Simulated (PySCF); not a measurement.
ClH7Si3. Atoms are numbered in the order given.

```xyz
11

Si    -2.2028     0.1566     0.5104
Si    -0.2896     1.4843     0.1781
Si     1.5626     0.0422     0.1895
Cl     0.9805    -1.6513    -0.8996
H     -1.9945    -0.7142     1.7040
H     -3.4039     1.0127     0.7392
H     -2.4291    -0.6965    -0.6896
H     -0.3644     2.1881    -1.1372
H     -0.1422     2.5051     1.2604
H      1.8993    -0.3950     1.5735
H      2.7833     0.6080    -0.4492
```

Geometry: B3LYP-D3(BJ)/def2-SVP. One conformer was computed; it need not be the lowest.

Computed with CAM-B3LYP/def2-TZVP (PySCF).

ESP charges are fitted to the potential on shells at 1.4 to 2.0 van der Waals radii. Atomic charges (e):

```json
[
 {"atom": "Si1", "IAO": "0.35", "ESP fit": "0.09"},
 {"atom": "Si2", "IAO": "___", "ESP fit": "0.15"},
 {"atom": "Si3", "IAO": "0.57", "ESP fit": "0.11"},
 {"atom": "Cl4", "IAO": "___", "ESP fit": "-0.15"},
 {"atom": "H5", "IAO": "___", "ESP fit": "-0.03"},
 {"atom": "H6", "IAO": "___", "ESP fit": "-0.04"},
 {"atom": "H7", "IAO": "___", "ESP fit": "-0.02"},
 {"atom": "H8", "IAO": "-0.10", "ESP fit": "-0.05"},
 {"atom": "H9", "IAO": "-0.10", "ESP fit": "-0.05"},
 {"atom": "H10", "IAO": "-0.12", "ESP fit": "-0.01"},
 {"atom": "H11", "IAO": "-0.11", "ESP fit": "-0.01"}
]
```

Question: Fill in the missing entries. (An estimate is asked for; the answer gives what the named calculation found.)

Answer: 
- Si2, IAO: 0.18
- Cl4, IAO: -0.34
- H5, IAO: -0.11
- H6, IAO: -0.11
- H7, IAO: -0.10

Question: Give the Mayer and Wiberg (Löwdin basis) orders of the bonds. (The exact figures need the calculation; the answer reports its results.)

Answer: 
| bond | Mayer | Wiberg |
|---|---|---|
| Si1–Si2 | 0.94 | 1.15 |
| Si2–Si3 | 0.93 | 1.13 |
| Si3–Cl4 | 1.10 | 1.75 |
| Si1–H5 | 0.95 | 0.96 |
| Si1–H6 | 0.95 | 0.96 |
| Si1–H7 | 0.95 | 0.96 |
| Si2–H8 | 0.94 | 0.93 |
| Si2–H9 | 0.94 | 0.93 |
| Si3–H10 | 0.94 | 0.95 |
| Si3–H11 | 0.94 | 0.95 |
